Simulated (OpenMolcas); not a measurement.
# Rh3+: moving or changing the point charges

Rh3+ among 5 point charges of -2 e arranged as a square pyramid (C4v), 1.78 Å from the ion, with the axial distance 1.922 Å. The active orbitals were held to one l.
```
   1.7800    0.0000    0.0000  -2.00
   0.0000    1.7800    0.0000  -2.00
  -1.7800    0.0000    0.0000  -2.00
   0.0000   -1.7800    0.0000  -2.00
   0.0000    0.0000    1.9224  -2.00
```

```json
{"Program": "OpenMolcas 26.06", "Method": "CASSCF", "Basis": "ANO-RCC-VTZP [7s6p4d2f1g]", "Scalar Hamiltonian": "DKH2, point nucleus", "Active space": "6 electrons in 5 orbitals (4d)", "State averaging": "2S+1 = 5 even, 5 roots; 2S+1 = 3 even, 45 roots; 2S+1 = 1 even, 50 roots", "Spin-orbit coupling": "RASSI with atomic mean-field integrals over the reference wave functions"}
```

Runs around this geometry, states. Energies in cm-1 above the lowest state or level, χT in cm3 K/mol.

```json
{"R (Å)": "1.63", "Axial / equatorial distance": "1.08", "Ground state": "2S+1 = 3", "First state of that spin": "6480", "First gap with spin-orbit (degeneracies)": "155.5 (1, 2)", "χT at 300 K": "1.708", "First state of another spin": "2S+1 = 5: 2462"}
{"R (Å)": "1.78", "Axial / equatorial distance": "1.08", "Ground state": "2S+1 = 5", "First state of that spin": "6025", "First gap with spin-orbit (degeneracies)": "11.6 (2, 1)", "χT at 300 K": "3.973", "First state of another spin": "2S+1 = 3: 5978"}
{"R (Å)": "1.78", "Axial / equatorial distance": "1.17", "Ground state": "2S+1 = 5", "First state of that spin": "4403", "First gap with spin-orbit (degeneracies)": "30.2 (1, 2)", "χT at 300 K": "4.018", "First state of another spin": "2S+1 = 3: 4961"}
```

The ground state changes within this set.

Without dynamic correlation the repulsion within the d shell is too large (B by tens of per cent), so at a given field states of lower spin stand too high. This shell can be high or low spin here, a state of another spin lies low, and with metal d orbitals alone active their balance is uncertain, so the ground spin may be wrong, although the usual error favours high spin (holds for R = 1.63, ratio = 1.08). An orbital doublet at a regular site is open to a Jahn-Teller distortion, which this geometry leaves out (holds for R = 1.78, ratio = 1.08; R = 1.78, ratio = 1.17). This shell can be high or low spin here, a state of another spin lies low, and with metal d orbitals alone active their balance is uncertain, so the ground spin may be wrong (holds for R = 1.78, ratio = 1.08; R = 1.78, ratio = 1.17). Point charges give a weaker field than real ligands, and real ions of this kind are as a rule low spin; the high spin found here belongs to the model (holds for R = 1.78, ratio = 1.08; R = 1.78, ratio = 1.17). This is an electrostatic model: the charges have no orbitals. An unlabelled pair can be two single states that coincide in this model. No measured value stands beside these numbers.

A state without a sure symmetry label is named by its multiplicity alone.
